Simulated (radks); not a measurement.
Results of a calculation; reference values are marked as such.
Nd2+, configuration [Kr] 4d10 4f4.5 5s1.5 5p6 (fractional occupations, a model configuration). Level of theory: Dirac Kohn-Sham, LDA (Slater exchange, Perdew-Wang correlation), spin-unpolarised, spherical densities, finite nucleus; open shells are shared between the two j in proportion to 2j + 1; Fermi nuclear charge, rms radius 4.9123 fm (a radial shooting solver on a logarithmic mesh with Libxc functionals).

Spin-orbit splittings of the eigenvalues, e(l+1/2) - e(l-1/2), with zeta = 2 splitting/(2l+1) and mean radii in bohr:

| shell | occ. | splitting (eV) | zeta (eV) | <r> j=l-1/2 | <r> j=l+1/2 |
|---|---|---|---|---|---|
| 2p | 6 | ? | ? | 0.08425 | 0.09066 |
| 3p | 6 | 103.7 | 69.11 | 0.2558 | 0.2683 |
| 3d | 10 | 22.44 | 8.975 | 0.2395 | 0.2434 |
| 4p | 6 | 22.56 | 15.04 | 0.6245 | 0.6533 |
| 4d | 10 | 3.973 | 1.589 | 0.7034 | 0.7138 |
| 4f | 4.5 | 0.3964 | 0.1132 | 1.102 | 1.120 |
| 5p | 6 | 3.082 | 2.055 | 1.659 | 1.747 |
| 5d | 0 | 0.2574 | 0.1030 | 2.562 | 2.603 |
| 5f | 0 | 0.008552 | 0.002444 | 7.107 | 7.132 |
| 6p | 0 | 0.4729 | 0.3153 | 4.281 | 4.462 |

Estimate the 2p splitting.

Answer. 519.5 eV (zeta = 346.3 eV).
